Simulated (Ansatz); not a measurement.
Relaxing a trial structure of GeH5Si2+

The starting geometry of this gas-phase singlet was optimised with GFN2-xTB.

```yaml
atoms:
  - { symbol: Ge, position_ang: [0.3850, -1.5954, -0.0715] }
  - { symbol: Si, position_ang: [-1.5219, -1.6108, 1.3894] }
  - { symbol: Si, position_ang: [-1.0361, -1.6627, -2.1290] }
  - { symbol: H, position_ang: [-2.0920, -2.7666, 2.1056] }
  - { symbol: H, position_ang: [-2.3380, -0.4998, 1.9103] }
  - { symbol: H, position_ang: [-1.7873, -0.4003, -2.1666] }
  - { symbol: H, position_ang: [-1.9538, -2.8066, -2.0342] }
  - { symbol: H, position_ang: [-0.1222, -1.7906, -3.2686] }
```

Task: Where would you expect an optimisation with PBE-D3(BJ)/def2-SVP to take it?

Result: A new bond forms, giving a structure with H7 bridging Si3 and Si2, given below by its coordinates. Distances that change by over a tenth: Si2–Si3 (3.55 → 2.53 Å), Si3–H7 (1.47 → 1.70 Å). Contacts that close: Si2–H7 (3.65 → 1.70 Å).

The energy falls by 0.69 eV over 20 steps:

```
step  E − E(last) (eV)
   1             0.690
   3             0.548
   5             0.537
   7             0.444
   9             0.328
  12             0.200
  14             0.100
  16             0.002
  18             0.001
  20             0.000
```

Final geometry (Å):

```json
{"atom": "Ge", "x (Å)": "0.7180", "y (Å)": "-0.8724", "z (Å)": "0.1696"}
{"atom": "Si", "x (Å)": "-1.5354", "y (Å)": "-1.8127", "z (Å)": "0.7081"}
{"atom": "Si", "x (Å)": "-0.8623", "y (Å)": "-1.3874", "z (Å)": "-1.6983"}
{"atom": "H", "x (Å)": "-1.6575", "y (Å)": "-3.2692", "z (Å)": "1.0391"}
{"atom": "H", "x (Å)": "-2.6175", "y (Å)": "-0.8970", "z (Å)": "1.1939"}
{"atom": "H", "x (Å)": "-1.6262", "y (Å)": "-0.2673", "z (Å)": "-2.3367"}
{"atom": "H", "x (Å)": "-2.2098", "y (Å)": "-1.9837", "z (Å)": "-0.8457"}
{"atom": "H", "x (Å)": "-0.6756", "y (Å)": "-2.6431", "z (Å)": "-2.4945"}
```

Frequencies at the end are all real (lowest 193 cm⁻¹). Run with Ansatz 0.2.0, 25 s on 2 threads of Intel(R) Xeon(R) Platinum 8259CL CPU @ 2.50GHz (Skylake/Cascade Lake), with other jobs on the host.
